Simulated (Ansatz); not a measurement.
`[SiH3]C[SeH]` + `C[SiH](F)Cl` → `C[Si](F)(Cl)[SeH]` + `C[SiH3]`  (formal exchange of groups at the Se–C bond)

Isolated molecules relaxed with PBE0-D4/def2-TZVP in Ansatz; ΔE leaves out vibrations. CCSD(T)/CBS adds triple-zeta CCSD(T) − MP2 to the extrapolated MP2 energy (def2 sets, frozen cores). This one scheme is used for every species. Functionals use def2-TZVPP. For Se outer-core shells are correlated without core-valence functions, which leaves a few kJ/mol of doubt a bond. Scalar relativity is left out up to krypton. One conformer a species, not always the lowest.

`[SiH3]C[SeH]`:

```xyz
9

Si    0.399   -0.986   -0.230
C    -0.374    0.704   -0.468
Se   -0.037    1.862    1.073
H     1.871   -0.852   -0.100
H     0.085   -1.871   -1.388
H    -0.151   -1.606    1.004
H     0.097    1.217   -1.310
H    -1.446    0.656   -0.662
H    -0.445    0.875    2.082
```

`C[SiH](F)Cl`:

Cartesian coordinates in Å:
```
C 0.535 -0.539 -0.669
Si -0.457 0.340 0.613
F 0.465 0.651 1.875
Cl -1.130 2.129 -0.116
H 0.913 -1.484 -0.272
H -0.080 -0.752 -1.546
H 1.383 0.073 -0.982
H -1.629 -0.418 1.098
```

`C[Si](F)(Cl)[SeH]`:

Z-matrix (Å, degrees):
```
C
Si 1 1.844
H 1 1.091 2 110.3
H 1 1.093 2 109.9 3 120.2
H 1 1.093 2 110.3 3 -120.1
F 2 1.593 1 108.0 3 -176.9
Cl 2 2.043 1 111.1 3 -59.4
Se 2 2.260 1 114.8 3 59.8
H 8 1.471 2 91.6 1 55.4
```

`C[SiH3]`:

```xyz
8

C    -0.450    0.313    0.821
Si    0.402   -0.280   -0.735
H     0.278    0.700    1.538
H    -0.996   -0.503    1.299
H    -1.161    1.110    0.594
H     1.148    0.833   -1.383
H    -0.591   -0.805   -1.711
H     1.369   -1.368   -0.424
```

```json
{"level": "LDA (SPW92)", "ΔE (kcal/mol)": "-28.3"}
{"level": "CAM-B3LYP-D4", "ΔE (kcal/mol)": "-27.4"}
{"level": "RPA@PBE/def2-TZVPP", "ΔE (kcal/mol)": "-24.3"}
{"level": "MP2/def2-SVP", "ΔE (kcal/mol)": "-27.5"}
```

(1) What does CCSD(T)/CBS give? (Best estimate.)

(2) What do rigid-rotor, harmonic-oscillator terms from PBE0-D4/def2-TZVP frequencies (298.15 K, 1 bar) make of the CCSD(T)/CBS value? (An estimate is asked.)

Largest T1 diagnostic among the species: 0.010.

Results:

(1) Ansatz gave: -27.3 kcal/mol. The listed levels differ from it by -1.0, -0.1, 3.0, -0.2 kcal/mol.

(2) The calculation gave: ΔZPE = +0.7 kcal/mol, ΔH = -26.2 kcal/mol, ΔS = -9 J/(mol·K), ΔG = -25.5 kcal/mol.

Leaving LDA and LC-ωPBE aside and taking each functional with its dispersion term where it has one, the values, not all of them listed here, spread over 2.1 kcal/mol, from r2SCAN0-D4 to B2PLYP. The D4 term adds −0.8 kcal/mol with B3LYP and −0.5 kcal/mol with PBE0; it sums over pairs of atoms, weighted by their polarisabilities, and B3LYP, whose exchange is more repulsive, gets the larger term.

B3LYP here is the variant with VWN-RPA as its local correlation; programs differ in this.
